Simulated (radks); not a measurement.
Removal energies from the vanadium ion V7+, [Ne] 3s2 3p4, by Delta-SCF beside the eigenvalue of the level emptied. Method: scalar-relativistic Kohn-Sham, r2SCAN, spin-polarised, spherical densities, finite nucleus; meta-GGA in the generalised Kohn-Sham scheme; Fermi nuclear charge, rms radius of each element as measured or else 0.836 A^(1/3) + 0.57 fm; computed with a radial shooting solver on a logarithmic mesh with Libxc functionals. Open shells are filled with parallel spins first.

removed from   final configuration  Delta-SCF (eV)  -eigenvalue (eV)
3p                    [Ne] 3s2 3p3          172.62            161.77
3s                    [Ne] 3s1 3p4          201.65            190.88
2p            [He] 2s2 2p5 3s2 3p4          681.94            649.06
2s            [He] 2s1 2p6 3s2 3p4          779.67            751.11
